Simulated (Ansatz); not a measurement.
Harmonic frequencies (cm⁻¹) at PBE0-D4/def2-TZVP from Ansatz: 130, 131, 181, 370, 402, 651, 686, 745, 1560, 2706, 3571, 3665.

Each molecule was computed in one conformer, which needn't be the lowest.

Q: Which molecule is it?
A. `[NH2][Zn][OH]`
B. `C[O][ZnH]`
C. `[CH3][Zn][Br]`
D. `[NH2][Zn][SH]`

A: D.
